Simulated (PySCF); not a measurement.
H₃O₃Ti, SMILES [OH][Ti]([OH])[OH] (connectivity only; charge and spin as stated), neutral, multiplicity 2. Geometry optimised at TPSSh-D3(BJ)/def2-SVP. The multiplicity is an assumed one; other spin states were not compared. The isomer is the one that the SMILES or the coordinates give; other isomers of the formula were not compared. One conformer was computed; it need not be the lowest.

Calculation: PySCF with TPSSh-D3(BJ)/def2-SVP.

Harmonic wavenumbers (cm⁻¹): 100, 166, 166, 238, 314, 314, 353, 353, 407, 699, 814, 814, 3893, 3893, 3898. Rotational constants (GHz): 5.737, 5.737, 2.869; symmetry number 3.

Task: Work out the zero-point energy and the ideal-gas rigid-rotor harmonic-oscillator thermochemistry at 298.15 K and 1 atm.

Result: ZPE = ½ Σ hcν = ½ × 16423 cm⁻¹ = 98.23 kJ/mol. H − E(el) = 120.11 kJ/mol. Entropy in J/(mol K): translation 166.04, rotation 98.12, vibration 70.52, spin 5.76, total 340.44. G − E(el) = 18.61 kJ/mol. Cp = 106.36 J/(mol K). Modes under 150 cm⁻¹ make the vibrational entropy uncertain.
